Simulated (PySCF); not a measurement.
This script is equivalent to a calculation on Pb (lead, neutral).

```python
from pyscf import gto, scf, dft, mp, cc
import basis_set_exchange as bse
txt = bse.get_basis("aug-cc-pwCVDZ-PP", elements=["Pb"], fmt="nwchem", header=False)
cut = txt.index("\nECP")
mol = gto.M(atom="Pb 0 0 0", charge=0, spin=2, symmetry="D2h",
            basis=gto.basis.parse(txt[:cut]),
            ecp={"Pb": gto.basis.parse_ecp(txt[cut:])})
mf = dft.UKS(mol, xc="TPSSH")
mf.irrep_nelec = {'Ag': (4, 4), 'B1g': (1, 1), 'B2g': (1, 1), 'B3g': (1, 1), 'B1u': (2, 1), 'B2u': (2, 1), 'B3u': (1, 1)}
mf.kernel()
```

Task: What total energy does it give?

Result: -192.772 hartree (calculated).

Task: Which occupied shell lies highest, and where?

Result: 6p α, at -4.289 eV.

Task: What is ⟨S²⟩, and what would a pure spin state give?

Result: 2.002, against 2.00.

Energies and moments cover only the electrons outside the core potential. Spin-orbit coupling is strong in this species (close to jj coupling), so the high-spin LS determinant is a model state, not a physical level.
